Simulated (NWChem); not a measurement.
# SnBr cation, singlet; SMILES [Br][Sn+]

```xyz
2

Sn     0.0000     0.0000    -0.9987
Br     0.0000     0.0000     1.4267
```
Atoms are numbered in this order, from 1.

All runs: NWChem. Medium grid unless said otherwise, to which SCAN and Minnesota functionals are sensitive. Low-valent species are run as closed-shell singlets; no triplet was tried in these runs. The geometry was optimised at PBE0/def2-SVP. def2 effective core potentials on Sn; no spin-orbit coupling.

Problem. Order these by “highest occupied level (eV)”, lowest first: B3LYP/def2-SVP; MN15/def2-SVP; M06/def2-SVP; PBE/def2-SVP.

Solution. MN15/def2-SVP (-15.00), M06/def2-SVP (-14.35), B3LYP/def2-SVP (-14.13), PBE/def2-SVP (-13.27)
